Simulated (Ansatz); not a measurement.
`N[SiH2][GaH2]` + `CS[SiH](N)F` → `N[SiH2]S[SiH](N)F` + `[CH3][GaH2]`  (redistribution)

Computed with Ansatz on PBE0-D4/def2-TZVP structures; ΔE is electronic, products minus reactants. CCSD(T)/CBS is the MP2 limit (def2-TZVPP, def2-QZVPP) plus CCSD(T) − MP2 in def2-TZVPP, frozen cores. DFT in def2-TZVPP. For Ga outer-core shells are correlated without core-valence functions, which leaves a few kJ/mol of doubt a bond. Scalar relativity is left out up to krypton. One conformer a species, not always the lowest.

| level | ΔE (kJ/mol) |
| --- | --- |
| PBE0-D4 | -110.1 |
| ωB97M-V | -118.0 |
| PBE0 | -104.9 |
| HF/def2-QZVPP | -107.2 |

Q: What does CCSD(T)/CBS give? (Best estimate.)

A: Computed: -116.9 kJ/mol. The listed levels differ from it by 6.8, -1.1, 12.0, 9.7 kJ/mol.

Largest T1 diagnostic among the species: 0.012.

The D4 term adds −9.2 kJ/mol with B3LYP and −5.2 kJ/mol with PBE0; it sums over pairs of atoms, weighted by their polarisabilities, and B3LYP, whose exchange is more repulsive, gets the larger term. From PBE to PBE0 (25 % exact exchange), in def2-TZVPP and without D4, ΔE moves by −5.3 kJ/mol.

B3LYP here is the variant with VWN-RPA as its local correlation; programs differ in this.
